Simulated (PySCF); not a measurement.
Field gradients at the hydrogen positions

Compound: C4H12Si2.
Structure used (PBE0-D3(BJ)/def2-SVP), in Å, numbered top down from 1:
```xyz
18
C4H12Si2 angstrom
Si     3.0015    0.2514   -0.0040
Si     0.9854    0.0683    1.1828
C     -0.3635   -0.6506    0.0779
C     -0.8110    0.2568   -1.1018
C     -2.2323    0.3293   -0.5056
C     -1.8104   -0.6089    0.6445
H      3.4558   -1.1025   -0.4541
H      4.0849    0.8612    0.8278
H      2.8039    1.1025   -1.2199
H      0.5620    1.4350    1.6348
H      1.1907   -0.7737    2.4055
H     -0.0536   -1.6580   -0.2433
H     -0.7489   -0.2276   -2.0874
H     -0.2922    1.2260   -1.1786
H     -3.0261   -0.0660   -1.1561
H     -2.5351    1.3354   -0.1811
H     -1.9137   -0.1796    1.6536
H     -2.3148   -1.5864    0.6483
```

Level: PBE0/pcSseg-1 (PySCF, non-relativistic); Q(2H) = 0.00286 b; rigid geometry, the same for H and D, with no vibrational averaging.

Problem. Give the electric field gradient Vzz (the principal value of largest size), its asymmetry and the 2H coupling at each hydrogen.

Solution. 
```json
{"atom": "H7", "bonded to": "Si1", "bond length (Å)": "1.497", "Vzz (au)": "0.1407", "η": "0.01", "χzz (kHz)": "95"}
{"atom": "H8", "bonded to": "Si1", "bond length (Å)": "1.496", "Vzz (au)": "0.1417", "η": "0.01", "χzz (kHz)": "95"}
{"atom": "H9", "bonded to": "Si1", "bond length (Å)": "1.497", "Vzz (au)": "0.1409", "η": "0.01", "χzz (kHz)": "95"}
{"atom": "H10", "bonded to": "Si2", "bond length (Å)": "1.500", "Vzz (au)": "0.1390", "η": "0.02", "χzz (kHz)": "93"}
{"atom": "H11", "bonded to": "Si2", "bond length (Å)": "1.499", "Vzz (au)": "0.1399", "η": "0.02", "χzz (kHz)": "94"}
{"atom": "H12", "bonded to": "C3", "bond length (Å)": "1.102", "Vzz (au)": "0.2924", "η": "0.01", "χzz (kHz)": "196"}
{"atom": "H13", "bonded to": "C4", "bond length (Å)": "1.100", "Vzz (au)": "0.2930", "η": "0.00", "χzz (kHz)": "197"}
{"atom": "H14", "bonded to": "C4", "bond length (Å)": "1.102", "Vzz (au)": "0.2877", "η": "0.02", "χzz (kHz)": "193"}
{"atom": "H15", "bonded to": "C5", "bond length (Å)": "1.100", "Vzz (au)": "0.2935", "η": "0.00", "χzz (kHz)": "197"}
{"atom": "H16", "bonded to": "C5", "bond length (Å)": "1.100", "Vzz (au)": "0.2928", "η": "0.00", "χzz (kHz)": "197"}
{"atom": "H17", "bonded to": "C6", "bond length (Å)": "1.101", "Vzz (au)": "0.2888", "η": "0.02", "χzz (kHz)": "194"}
{"atom": "H18", "bonded to": "C6", "bond length (Å)": "1.100", "Vzz (au)": "0.2929", "η": "0.00", "χzz (kHz)": "197"}
```

Problem. Average by the element that carries the hydrogen.

Solution. on Si: 94 kHz over 5 positions, mean bond length 1.498 Å; on C: 196 kHz over 7 positions, mean bond length 1.101 Å.

The structure is a single PBE0-D3(BJ)/def2-SVP conformer in the gas phase; no vibrational or solvent corrections. A larger basis could move these couplings by a tenth or more.
